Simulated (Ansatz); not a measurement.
A made-up structure of BSiH2ClF (charge +1), singlet:

F1  (0.587, -0.857, -1.706)
B2  (0.927, -0.095, -0.726)
Si3  (-0.610, 0.201, 0.687)
Cl4  (-2.335, -0.698, 0.422)
H5  (-0.017, -1.501, -1.487)
H6  (-0.559, 1.032, 1.909)
(Å)

It is relaxed with PBE-D4/def2-SVP and then PBE0-D4/def2-TZVP (Ansatz 0.2.0). Atoms count as bonded within 1.22 times the sum of their covalent radii (H–H: 0.88 Å). The end point is not checked to be a true minimum.

(1) Does its bonding change? (Judge from chemistry; the calculation decides.)

Answers

(1) The calculation gives: No: no bond forms or breaks.

Where it ends: The first stage lowers the energy by 2.18 eV in 18 steps. It ends as BSiH₂ClF ([FH][B][SiH][Cl]), total charge +1:
| atom | x (Å) | y (Å) | z (Å) |
| --- | --- | --- | --- |
| F1 | 0.7819 | -0.9313 | -1.7790 |
| B2 | 0.1062 | 0.0576 | -0.8886 |
| Si3 | -0.7834 | -0.0591 | 0.8236 |
| Cl4 | -2.7739 | 0.0243 | 0.6561 |
| H5 | 0.8515 | -1.8553 | -1.5452 |
| H6 | -0.1906 | 0.8461 | 1.8322 |

Labels in which every atom is bracketed show which atoms are joined, not bond orders.

For scale, one of the runs: PBE0-D4/def2-TZVP relaxation, 148 basis functions, launched by `ansatz run in.yaml --threads 2 --pin off --events-out ev --progress --plain --max-ram 4352MiB`. Hardware: 2 CPU threads of an Arm Neoverse N1, shared host. Wall time about 45 s.
